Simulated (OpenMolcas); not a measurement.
An atom or ion with 71 electrons was computed by SS-CASPT2, IPEA 0.25 Eh, imaginary shift 0.1 Eh with spin-orbit coupling (OpenMolcas, ANO-RCC-VQZP, DKH2). The lowest levels that the run gave, each within 12 % of the measured value where one is at hand:

| J | Parity | E (cm-1) | g |
| --- | --- | --- | --- |
| 3/2 | even | 0.0 | 0.800 |
| 5/2 | even | 1829 | 1.200 |
| 3/2 | even | 16920 | 0.410 |
| 5/2 | even | 17540 | 1.030 |
| 7/2 | even | 18470 | 1.237 |
| 9/2 | even | 19530 | 1.332 |
| 5/2 | even | 22630 | 1.303 |
| 1/2 | even | 22880 | 2.668 |
| 3/2 | even | 23010 | 1.474 |
| 3/2 | even | 23800 | 1.072 |
| 5/2 | even | 24090 | 1.149 |
| 5/2 | even | 25210 | 1.204 |

Q: Which ion is it, and what are the configurations and terms?

A: Lu I (Z = 71, neutral; active space 3 electrons in 6 orbitals (5d 6s)). J, parity and g give the terms where levels are pure, and mixed ones are named by the computed weights; the size of the splittings, set against known spectra of the 71-electron sequence, gives the charge. In order, with the measured energies in cm-1 (NIST Handbook of Basic Atomic Spectroscopic Data): 5d 6s2 2D 3/2, 5d 6s2 2D 5/2 (1994), 5d2 6s 4F 3/2 (18851), 5d2 6s 4F 5/2 (19403), 5d2 6s 4F 7/2 (20247), 5d2 6s 4F 9/2 (21242), 5d2 6s 2D 5/2 [51 %], 5d2 6s 4P 1/2 (21472), 5d2 6s 4P 3/2 [72 %] (22468), 5d2 6s 2D 3/2 [66 %] (24518), 5d2 6s 2F 5/2 [59 %], 5d2 6s 2D 5/2 [45 %].

CASPT2 breaks the degeneracy within a term, and the mean is taken; among the terms shown or strongly mixed into the levels shown the widest spread is 820 cm-1 (5d2 6s 2F). Some high roots are left out of the spin-orbit mixing, which shifts the levels that they would mix with. Some levels mix across a computed gap that differs much from the measured one, so their mixing is not that of the real levels. A single d shell beside an s shell can misplace configurations of different d count against each other. Measured partners are found by configuration, term and J. A level has none where our copy of the source lacks it or the pairing is in doubt (some pairs that miss far off the trend of their configuration count as doubtful), and it then counts in no deviation. Levels of configurations outside the active space are missing.

A share in square brackets marks a mixed level and gives the weight of the term that names it.
